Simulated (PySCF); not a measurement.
A structure optimised at PBE-D3(BJ)/def2-SVP, used in a PySCF frequency run:

```xyz
8

C     -1.5229     1.2612     0.0000
Si     0.0711     0.3247     0.0000
F      0.9687     0.7007     1.3012
F      0.9687     0.7007    -1.3012
Cl    -0.2193    -1.7114     0.0000
H     -2.1193     1.0079     0.8985
H     -2.1193     1.0079    -0.8985
H     -1.3288     2.3525     0.0000
```
Charge 0, spin multiplicity 1.

Write its SMILES, formula and point group.

C[Si](F)(F)Cl, CH3ClF2Si, Cs

What are its rotational constants (standard atomic weights)?

3.5958, 2.3069, 2.2196 GHz
